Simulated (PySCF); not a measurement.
# Radial density of Sb(3+) (antimony, charge +3)

UHF, [Kr] 4d10 5s2, closed-shell 1S. All numbers are calculated (PySCF 2.14, scalar relativity by spin-free X2C-1e, in aug-cc-pVQZ-DK3 (9s8p6d3f2g, 102 functions)).

| r (bohr) | 4πr²ρ (e/bohr) |
| --- | --- |
| 0.0294 | 60.23 |
| 0.0494 | 61.04 |
| 0.0831 | 84.36 |
| 0.140 | 63.68 |
| 0.235 | 68.96 |
| 0.395 | 38.68 |
| 0.665 | 23.97 |
| 1.12 | 14.55 |
| 1.88 | 2.634 |
| 3.16 | 0.2989 |
| 5.32 | 0.001882 |

Densities and radii are taken from the X2C orbitals without a picture-change correction, which distorts them close to the nucleus.
